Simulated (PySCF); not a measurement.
C2H5FZn. Atoms are numbered in the order given.

```xyz
9

Zn     0.1008    -0.4761     0.0000
F     -0.3470    -2.1720     0.0000
C      0.6066     1.4014     0.0000
C     -0.5674     2.3880     0.0000
H      1.2507     1.5637    -0.8812
H      1.2507     1.5637     0.8812
H     -1.2112     2.2669     0.8864
H     -1.2112     2.2669    -0.8864
H     -0.2138     3.4342     0.0000
```

Coordinates come from a B3LYP-D3(BJ)/def2-SVP optimisation. The structure was generated by enumeration; whether it is a known compound was not checked. The values are those of a single conformer.

All values below come from PBE/def2-TZVP run with PySCF.

Symmetry labels are those of the subgroup Cs that the program uses (full group Cs).

Task: List the valence orbital energies around the gap with their symmetry. (The exact figures need the calculation; the answer reports its results.)

Result: 
```csv
orbital,symmetry,energy (eV)
HOMO−7,A",-10.77
HOMO−6,A',-10.26
HOMO−5,A',-9.25
HOMO−4,A',-8.88
HOMO−3,A",-8.53
HOMO−2,A',-7.88
HOMO−1,A",-7.86
HOMO,A',-6.94
LUMO,A',-1.38
LUMO+1,A',-0.79
LUMO+2,A",-0.66
LUMO+3,A',0.69
```
